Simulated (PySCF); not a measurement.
HF$_{2}$GaO, singlet, at a GFN2-xTB geometry (such geometries of metal compounds can be far from the true shape), with bond 3-1 at 1.8 times its length; PySCF with CASSCF(6,5)/6-31G.

PySCF was given this input:
```python
from pyscf import gto, scf, mcscf, mp
import numpy

mol = gto.Mole()
mol.atom = '''
    Ga    0.016607    0.022287   -0.002115
    F    -1.416887   -0.943450   -0.221159
    F     0.020872    2.887597   -1.201508
    O     1.354942   -0.647724    0.861279
    H     1.226835   -1.545170    1.181766
'''
mol.basis = '6-31g'
mol.charge = 0
mol.spin = 0
mol.verbose = 4
mol.build()

mf = scf.RHF(mol)
mf.kernel()
mc = mcscf.CASSCF(mf, 5, 6)
mc.fix_spin_(ss=0.0)
noons, natorbs = mcscf.addons.make_natural_orbitals(mp.MP2(mf).run())
mc.kernel(natorbs)
occ = numpy.linalg.eigvalsh(mc.fcisolver.make_rdm1(mc.ci, mc.ncas, mc.nelecas))[::-1]
ss = mc.fcisolver.spin_square(mc.ci, mc.ncas, mc.nelecas)[0]
print('natural occupations', occ.round(4), ' <S^2>', round(ss, 4))
```

The log (banner, timings and long lists left out):

```
PySCF version 2.14.0

[INPUT] verbose = 4
[INPUT] num. atoms = 5
[INPUT] num. electrons = 58
[INPUT] charge = 0
[INPUT] spin (= nelec alpha-beta = 2S) = 0
[INPUT] symmetry False subgroup None
[INPUT] Mole.unit = angstrom
[INPUT] Symbol           X                Y                Z      unit          X                Y                Z       unit  Magmom
[...]
nuclear repulsion = 253.994978246799
number of shells = 28
number of NR pGTOs = 160
number of NR cGTOs = 56
basis = 6-31g
ecp = {}

******** <class 'pyscf.scf.hf.RHF'> ********
method = RHF
initial guess = minao
damping factor = 0
level_shift factor = 0
DIIS = <class 'pyscf.scf.diis.CDIIS'>
diis_start_cycle = 1
diis_space = 8
diis_damp = 0
SCF conv_tol = 1e-09
SCF conv_tol_grad = None
SCF max_cycles = 50
direct_scf = True
direct_scf_tol = 1e-13
Set gradient conv threshold to 3.16228e-05
Initial guess from minao.
init E= -2196.22755840294
[...]
cycle= 1 E= -2196.89389810379  delta_E= -0.666  |g|= 0.928  |ddm|= 2.26
[...]
cycle= 2 E= -2196.89092278366  delta_E= 0.00298  |g|= 1.04  |ddm|= 1.58
[...]
cycle= 3 E= -2197.07715305389  delta_E= -0.186  |g|= 0.153  |ddm|= 0.859
[...]
cycle= 4 E= -2197.08311864231  delta_E= -0.00597  |g|= 0.0538  |ddm|= 0.149
[...]
cycle= 5 E= -2197.08397837524  delta_E= -0.00086  |g|= 0.0291  |ddm|= 0.0526
[...]
cycle= 6 E= -2197.08424842331  delta_E= -0.00027  |g|= 0.0106  |ddm|= 0.0365
[...]
cycle= 7 E= -2197.08427852439  delta_E= -3.01e-05  |g|= 0.00309  |ddm|= 0.011
[...]
cycle= 8 E= -2197.08428286664  delta_E= -4.34e-06  |g|= 0.000473  |ddm|= 0.0063
[...]
cycle= 9 E= -2197.08428302588  delta_E= -1.59e-07  |g|= 0.000239  |ddm|= 0.00112
[...]
cycle= 10 E= -2197.08428305319  delta_E= -2.73e-08  |g|= 8.28e-05  |ddm|= 0.000392
[...]
cycle= 11 E= -2197.08428306253  delta_E= -9.35e-09  |g|= 3.5e-05  |ddm|= 0.000266
[...]
cycle= 12 E= -2197.08428306534  delta_E= -2.81e-09  |g|= 2.58e-05  |ddm|= 0.000138
[...]
cycle= 13 E= -2197.08428306695  delta_E= -1.6e-09  |g|= 1.38e-05  |ddm|= 0.00013
[...]
cycle= 14 E= -2197.08428306762  delta_E= -6.69e-10  |g|= 3.82e-06  |ddm|= 0.000121
[...]
Extra cycle  E= -2197.08428306763  delta_E= -1.5e-11  |g|= 2.44e-06  |ddm|= 7.11e-06
converged SCF energy = -2197.08428306763

******** <class 'pyscf.mp.mp2.RMP2'> ********
nocc = 29, nmo = 56
E(RMP2) = -2197.73582482217  E_corr = -0.651541754537587
E(SCS-RMP2) = -2197.70285231697  E_corr = -0.618569249341621
E_corr(same-spin) = -0.188400987811711
E_corr(oppo-spin) = -0.463140766725876

******** <class 'pyscf.mcscf.mc1step.CASSCF'> ********
CAS (3e+3e, 5o), ncore = 26, nvir = 25
max_cycle_macro = 50
max_cycle_micro = 4
conv_tol = 1e-07
conv_tol_grad = None
orbital rotation max_stepsize = 0.02
orbital rotation threshold for CI restart = 0.01
augmented hessian ah_max_cycle = 30
augmented hessian ah_conv_tol = 1e-12
augmented hessian ah_linear dependence = 1e-14
augmented hessian ah_level shift = 1e-08
augmented hessian ah_start_tol = 2.5
augmented hessian ah_start_cycle = 3
augmented hessian ah_grad_trust_region = 3
kf_trust_region = 3
kf_interval = 4
ci_response_space = 4
ci_grad_trust_region = 3
with_dep4 0
natorb = False
canonicalization = True
sorting_mo_energy = False
ao2mo_level = 2
internal_rotation = False
******** <class 'pyscf.fci.addons.SpinPenaltyFCISolver'> ********
max. cycles = 50
conv_tol = 1e-08
davidson only = True
linear dependence = 1e-12
level shift = 0.001
max iter space = 12
nroots = 1
pspace_size = 400
spin = None
CASCI E = -2197.14816945951  S^2 = 0.0000000
Set conv_tol_grad to 0.000316228
macro iter   1 ( 21 JK    4 micro), CASSCF E = -2197.17627504203  dE = -2.81055825e-02  S^2 = 0.0000000
               |grad[o]|=0.235  |grad[c]|=0.0408  |ddm|=0.187  |maxRot[o]|=0.262
macro iter   2 ( 21 JK    4 micro), CASSCF E = -2197.18983875261  dE = -1.35637106e-02  S^2 = 0.0000000
               |grad[o]|=0.161  |grad[c]|=0.0279  |ddm|=0.118  |maxRot[o]|=0.169
[...]
macro iter   5 ( 21 JK    4 micro), CASSCF E = -2197.19416240066  dE = -1.12907601e-04  S^2 = 0.0000000
               |grad[o]|=0.0179  |grad[c]|=0.00275  |ddm|=0.00895  |maxRot[o]|=0.105
macro iter   6 ( 21 JK    4 micro), CASSCF E = -2197.19424227717  dE = -7.98765104e-05  S^2 = 0.0000000
               |grad[o]|=0.0122  |grad[c]|=0.00232  |ddm|=0.00683  |maxRot[o]|=0.169
macro iter   7 ( 21 JK    4 micro), CASSCF E = -2197.19427428496  dE = -3.20077929e-05  S^2 = 0.0000000
               |grad[o]|=0.00873  |grad[c]|=0.00168  |ddm|=0.00519  |maxRot[o]|=0.126
macro iter   8 ( 21 JK    4 micro), CASSCF E = -2197.19428215664  dE = -7.87167301e-06  S^2 = 0.0000000
               |grad[o]|=0.00584  |grad[c]|=0.00234  |ddm|=0.0044  |maxRot[o]|=0.113
macro iter   9 ( 21 JK    4 micro), CASSCF E = -2197.19429219666  dE = -1.00400248e-05  S^2 = 0.0000000
               |grad[o]|=0.00429  |grad[c]|=0.00208  |ddm|=0.00281  |maxRot[o]|=0.131
macro iter  10 ( 21 JK    4 micro), CASSCF E = -2197.19429368649  dE = -1.48983099e-06  S^2 = 0.0000000
               |grad[o]|=0.0033  |grad[c]|=0.00236  |ddm|=0.0036  |maxRot[o]|=0.0952
macro iter  11 (  7 JK    2 micro), CASSCF E = -2197.19432617744  dE = -3.24909452e-05  S^2 = 0.0000000
               |grad[o]|=0.00266  |grad[c]|=0.00114  |ddm|=0.00319  |maxRot[o]|=0.0699
macro iter  12 (  7 JK    2 micro), CASSCF E = -2197.19435299672  dE = -2.68192871e-05  S^2 = 0.0000000
               |grad[o]|=0.00219  |grad[c]|=0.000697  |ddm|=0.00288  |maxRot[o]|=0.0699
macro iter  13 (  7 JK    2 micro), CASSCF E = -2197.19437420327  dE = -2.12065443e-05  S^2 = 0.0000000
               |grad[o]|=0.00177  |grad[c]|=0.000341  |ddm|=0.00242  |maxRot[o]|=0.0699
macro iter  14 (  7 JK    2 micro), CASSCF E = -2197.19438963396  dE = -1.54306931e-05  S^2 = 0.0000000
               |grad[o]|=0.00138  |grad[c]|=0.000897  |ddm|=0.00185  |maxRot[o]|=0.0699
macro iter  15 (  7 JK    2 micro), CASSCF E = -2197.19439914714  dE = -9.51318225e-06  S^2 = 0.0000000
               |grad[o]|=0.000995  |grad[c]|=0.00145  |ddm|=0.00129  |maxRot[o]|=0.0699
macro iter  16 ( 15 JK    4 micro), CASSCF E = -2197.19438539035  dE =  1.37567936e-05  S^2 = 0.0000000
               |grad[o]|=0.000593  |grad[c]|=0.005  |ddm|=0.00158  |maxRot[o]|= 0.11
macro iter  17 ( 21 JK    4 micro), CASSCF E = -2197.19438564959  dE = -2.59240096e-07  S^2 = 0.0000000
               |grad[o]|=0.00042  |grad[c]|=0.000363  |ddm|=0.000195  |maxRot[o]|=0.00429
macro iter  18 (  7 JK    2 micro), CASSCF E = -2197.19439264510  dE = -6.99551538e-06  S^2 = 0.0000000
               |grad[o]|=0.000322  |grad[c]|=0.00033  |ddm|=0.000535  |maxRot[o]|=0.0383
macro iter  19 (  7 JK    2 micro), CASSCF E = -2197.19439943924  dE = -6.79413279e-06  S^2 = 0.0000000
               |grad[o]|=0.000268  |grad[c]|=0.000791  |ddm|=0.000736  |maxRot[o]|=0.0518
macro iter  20 (  6 JK    2 micro), CASSCF E = -2197.19440273332  dE = -3.29408522e-06  S^2 = 0.0000000
               |grad[o]|=0.000196  |grad[c]|=0.000691  |ddm|=0.00036  |maxRot[o]|=0.043
macro iter  21 (  4 JK    1 micro), CASSCF E = -2197.19440386191  dE = -1.12858788e-06  S^2 = 0.0000000
               |grad[o]|=0.000138  |grad[c]|=0.000759  |ddm|=0.000144  |maxRot[o]|=0.0318
macro iter  22 (  5 JK    1 micro), CASSCF E = -2197.19440406748  dE = -2.05564902e-07  S^2 = 0.0000000
               |grad[o]|=8.75e-05  |grad[c]|=0.000383  |ddm|=7.12e-05  |maxRot[o]|=0.00388
macro iter  23 (  4 JK    1 micro), CASSCF E = -2197.19440416585  dE = -9.83732207e-08  S^2 = 0.0000000
               |grad[o]|=6.6e-05  |grad[c]|=0.000272  |ddm|=4.78e-05  |maxRot[o]|=0.00134
1-step CASSCF converged in  23 macro (314 JK  67 micro) steps
CASSCF canonicalization
Density matrix diagonal elements [1.99825262 1.98240115 1.4173758  0.58038233 0.02158809]
CASSCF energy = -2197.19440416585
CASCI E = -2197.19440416585  E(CI) = -9.22716106497683  S^2 = 0.0000000
natural occupations [1.9995 1.9818 1.4714 0.5298 0.0175]  <S^2> 0.0
```
